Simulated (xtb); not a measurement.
boron oxyfluoride (BFO), singlet, from a rough starting geometry; GFN2-xTB (xtb).

The xtb input:
```
$ xtb mol.xyz --gfn 2 --opt vtight --json

# file mol.xyz
3

F     -1.17553378     0.10907283     0.04693497
B      0.03285139    -0.06518300    -0.01420239
O      1.23372276    -0.10453386     0.01166307
```

Problem. What does xtb print? Leave out banner, timings and long lists.

Solution. 
```
   ID    Z sym.   atoms
    1    9 F      1
    2    5 B      2
    3    8 O      3

           -------------------------------------------------
          |                Calculation Setup                |
           -------------------------------------------------

           -------------------------------------------------
          |                 G F N 2 - x T B                 |
           -------------------------------------------------

          ...................................................
          :                      SETUP                      :
          :.................................................:
          :  # basis functions                  12          :
          :  # atomic orbitals                  12          :
          :  # shells                            6          :
          :  # electrons                        16          :
          :  max. iterations                   250          :
          :  Hamiltonian                  GFN2-xTB          :
          :  restarted?                      false          :
          :  GBSA solvation                  false          :
          :  PC potential                    false          :
          :  electronic temp.          300.0000000     K    :
          :  accuracy                    1.0000000          :
          :  -> integral cutoff          0.2500000E+02      :
          :  -> integral neglect         0.1000000E-07      :
          :  -> SCF convergence          0.1000000E-05 Eh   :
          :  -> wf. convergence          0.1000000E-03 e    :
          :  Broyden damping             0.4000000          :
          :  net charge                          0          :
          :  unpaired electrons                  0          :
          ...................................................

 iter      E             dE          RMSdq      gap      omega  full diag
   1    -10.1267392 -0.101267E+02  0.129E+01   10.11       0.0  T
   2    -10.1919210 -0.651819E-01  0.818E+00    8.68       1.0  T
   3    -10.1902213  0.169973E-02  0.346E+00    9.73       1.0  T
   4    -10.2029628 -0.127414E-01  0.870E-01    9.18       1.0  T
   5    -10.1886805  0.142823E-01  0.203E+00    9.85       1.0  T
   6    -10.2033058 -0.146253E-01  0.576E-01    9.45       1.0  T
   7    -10.2044923 -0.118648E-02  0.172E-01    9.34       1.0  T
   8    -10.2046102 -0.117959E-03  0.133E-02    9.30       4.4  T
   9    -10.2046107 -0.438363E-06  0.320E-03    9.30      18.0  T
  10    -10.2046107 -0.500637E-08  0.122E-03    9.30      47.2  T
  11    -10.2046107 -0.381005E-08  0.719E-04    9.30      80.3  T
  12    -10.2046107 -0.202241E-08  0.205E-05    9.30    2809.6  T

   *** convergence criteria satisfied after 12 iterations ***

         :::::::::::::::::::::::::::::::::::::::::::::::::::::
         ::                     SUMMARY                     ::
         :::::::::::::::::::::::::::::::::::::::::::::::::::::
         :: total energy             -10.118413552417 Eh    ::
         :: gradient norm              0.119172155558 Eh/a0 ::
         :: HOMO-LUMO gap              9.301885089502 eV    ::
         ::.................................................::
         :: SCC energy               -10.204610682641 Eh    ::
         :: -> isotropic ES            0.062286023688 Eh    ::
         :: -> anisotropic ES          0.001705353865 Eh    ::
         :: -> anisotropic XC         -0.003680337933 Eh    ::
         :: -> dispersion             -0.000628232142 Eh    ::
         :: repulsion energy           0.086197130224 Eh    ::
         :: add. restraining           0.000000000000 Eh    ::
         :: total charge              -0.000000000000 e     ::
         :::::::::::::::::::::::::::::::::::::::::::::::::::::

      -----------------------------------------------------------
     |                   =====================                   |
     |                        A N C O P T                        |
[...]
 * total energy  :   -10.1184136 Eh     change       -0.1598721E-12 Eh
 * total energy  :   -10.1222495 Eh     change       -0.3835899E-02 Eh
 * total energy  :   -10.1226918 Eh     change       -0.4423021E-03 Eh
 * total energy  :   -10.1228134 Eh     change       -0.1216077E-03 Eh
 * total energy  :   -10.1229249 Eh     change       -0.1115029E-03 Eh
 * total energy  :   -10.1230232 Eh     change       -0.9833556E-04 Eh
 * total energy  :   -10.1230673 Eh     change       -0.4414263E-04 Eh
 * total energy  :   -10.1230734 Eh     change       -0.6041704E-05 Eh
 * total energy  :   -10.1230735 Eh     change       -0.9614864E-07 Eh
   *** GEOMETRY OPTIMIZATION CONVERGED AFTER 9 ITERATIONS ***
         :: total energy             -10.123073479822 Eh    ::
[...]
         :: HOMO-LUMO gap              9.378369198716 eV    ::
         ::.................................................::
         :: SCC energy               -10.200772607112 Eh    ::
         :: -> isotropic ES            0.061128943381 Eh    ::
         :: -> anisotropic ES          0.001673133354 Eh    ::
         :: -> anisotropic XC         -0.003661998542 Eh    ::
         :: -> dispersion             -0.000626448049 Eh    ::
         :: repulsion energy           0.077699127291 Eh    ::
         :: add. restraining           0.000000000000 Eh    ::
         :: total charge               0.000000000000 e     ::
         :::::::::::::::::::::::::::::::::::::::::::::::::::::

           -------------------------------------------------
          |                Property Printout                |
           -------------------------------------------------

    * Orbital Energies and Occupations

         #    Occupation            Energy/Eh            Energy/eV
      -------------------------------------------------------------
         1        2.0000           -0.8660060             -23.5652
         2        2.0000           -0.7244741             -19.7139
         3        2.0000           -0.5996234             -16.3166
         4        2.0000           -0.5830976             -15.8669
         5        2.0000           -0.5830976             -15.8669
         6        2.0000           -0.5452124             -14.8360
         7        2.0000           -0.5223237             -14.2132
         8        2.0000           -0.5223237             -14.2132 (HOMO)
         9                         -0.1776750              -4.8348 (LUMO)
        10                         -0.1776750              -4.8348
        11                          0.1145803               3.1179
        12                          1.2629361              34.3662
      -------------------------------------------------------------
                  HL-Gap            0.3446487 Eh            9.3784 eV
             Fermi-level           -0.3499993 Eh           -9.5240 eV

     #   Z          covCN         q      C6AA      α(0)
     1   9 F        0.722    -0.199    11.232     3.958
     2   5 B        1.511     0.541    32.297    11.975
     3   8 O        0.789    -0.342    20.583     6.081

 Mol. C6AA /au·bohr⁶  :        175.976918
 Mol. C8AA /au·bohr⁸  :       4695.150149
 Mol. α(0) /au        :         22.013914

Wiberg/Mayer (AO) data.
largest (>0.10) Wiberg bond orders for each atom

 ---------------------------------------------------------------------------
     #   Z sym  total        # sym  WBO       # sym  WBO       # sym  WBO
 ---------------------------------------------------------------------------
     1   9 F    1.271 --     2 B    1.146     3 O    0.125
     2   5 B    3.368 --     3 O    2.222     1 F    1.146
     3   8 O    2.347 --     2 B    2.222     1 F    0.125
 ---------------------------------------------------------------------------

Topologies differ in total number of bonds
Writing topology from bond orders to xtbtopo.mol

molecular dipole:
                 x           y           z       tot (Debye)
 q only:       -0.285       0.025       0.004
   full:       -0.563       0.050       0.008       1.436
molecular quadrupole (traceless):
                xx          xy          yy          xz          yz          zz
 q only:       -2.919       0.407       1.441       0.054      -0.005       1.478
  q+dip:       -3.702       0.527       1.827       0.060      -0.006       1.876
   full:       -5.210       0.729       2.572       0.094      -0.009       2.638

optimized geometry written to: xtbopt.xyz

           -------------------------------------------------
          | TOTAL ENERGY              -10.123073479822 Eh   |
          | GRADIENT NORM               0.000182169667 Eh/α |
          | HOMO-LUMO GAP               9.378369198716 eV   |
           -------------------------------------------------
```
